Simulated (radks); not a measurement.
Values are calculated unless marked as measured or tabulated.
Species: C2.5+. Configuration: [He] 2s(up 1, down 0.5) (fractional occupations, a model configuration). Code: a radial shooting solver on a logarithmic mesh with Libxc functionals. Model: scalar-relativistic Kohn-Sham, PBE, spin-polarised, spherical densities, point nucleus.

Normalised radial functions P(r) = r R(r), r in bohr:

```
   r/bohr * 2s up (the largest magnitude, 0.921, reaches the edge; | marks zero)
 0.009213                             | *
  0.01022                             | *
  0.01125                             | *
  0.01249                             |  *
  0.01374                             |  *
  0.01525                             |  *
  0.01679                             |  *
  0.01863                             |   *
   0.0205                             |   *
  0.02275                             |   *
  0.02504                             |    *
  0.02779                             |    *
  0.03059                             |     *
  0.03394                             |     *
  0.03736                             |      *
  0.04146                             |      *
  0.04563                             |       *
  0.05063                             |       *
  0.05574                             |        *
  0.06185                             |        *
  0.06808                             |         *
  0.07554                             |         *
  0.08315                             |          *
  0.09226                             |          *
   0.1016                             |           *
   0.1127                             |           *
    0.124                             |           *
   0.1376                             |           *
   0.1515                             |           *
   0.1681                             |           *
   0.1851                             |          *
   0.2053                             |          *
    0.226                             |         *
   0.2508                             |       *
   0.2761                             |      *
   0.3063                             |    *
   0.3372                             |  *
   0.3741                             *
   0.4118                          *  |
    0.457                       *     |
    0.503                    *        |
   0.5582                *            |
   0.6144             *               |
   0.6817          *                  |
   0.7504        *                    |
   0.8327     *                       |
   0.9166   *                         |
    1.017  *                          |
    1.119  *                          |
    1.242   *                         |
    1.367    *                        |
    1.517      *                      |
     1.67         *                   |
    1.853            *                |
     2.04               *             |
    2.263                  *          |
    2.491                     *       |
    2.765                       *     |
    3.043                         *   |
    3.377                          *  |
    3.717                           * |
    4.124                            *|
     4.54                             *
```

2s up: eigenvalue -48.911 eV, 1 radial node at r = 0.372 bohr, <r> = 1.32 bohr, 90 % of the charge inside 2.03 bohr.
